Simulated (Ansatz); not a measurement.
One change: `CC(O)Br` becomes `C[CH](O)[GaH2]`.

Ansatz, PBE0-D4/def2-TZVP geometries, multiplicity 1. Each molecule was computed in one conformer, which needn't be the lowest. `C[CH](O)[GaH2]` holds a close contact that its SMILES doesn't draw: Ga···O 2.32 Å.

Scalar relativity is left out up to krypton. Spin–orbit coupling is left out; it splits and shifts lone-pair levels of the heavy atoms by tenths of an eV.

| property | `CC(O)Br` |
| --- | --- |
| HOMO energy (PBE/def2-TZVPP) / eV | -6.53 |
| LUMO energy (B3LYP/def2-TZVPP) / eV | -0.39 |
| LUMO energy (PBE/def2-TZVPP) / eV | -1.10 |
| size of the dipole moment (B3LYP/def2-TZVPP) / D | 2.01 |
| zero-point energy (PBE0-D4/def2-TZVP) / kJ/mol | 186.3 |
| HOMO energy (ωB97M-V/def2-TZVPP) / eV | -10.13 |

(1) Give the same properties after the change, and the shifts. (An estimate is asked.)

Answers

(1) The calculation gave: 
| property | `C[CH](O)[GaH2]` | shift |
| --- | --- | --- |
| HOMO energy (PBE/def2-TZVPP) / eV | -5.55 | 0.98 |
| LUMO energy (B3LYP/def2-TZVPP) / eV | -1.08 | -0.69 |
| LUMO energy (PBE/def2-TZVPP) / eV | -1.59 | -0.49 |
| size of the dipole moment (B3LYP/def2-TZVPP) / D | 1.97 | -0.04 |
| zero-point energy (PBE0-D4/def2-TZVP) / kJ/mol | 216.7 | 30.4 |
| HOMO energy (ωB97M-V/def2-TZVPP) / eV | -9.00 | 1.13 |

With PBE0 the HOMO rises by 1.09 eV and the LUMO falls by 0.70 eV, so the gap narrows by about 1.79 eV. PBE moves the HOMO by 0.98 eV and ωB97M-V by 1.13 eV. The zero-point energy changes by 30.4 kJ/mol with +6 modes. Dipoles are sizes alone; their direction can turn.

Positive LUMOs are unbound, so they and the gaps depend on the basis.

B3LYP here is the variant with VWN-RPA as its local correlation; programs differ in this.
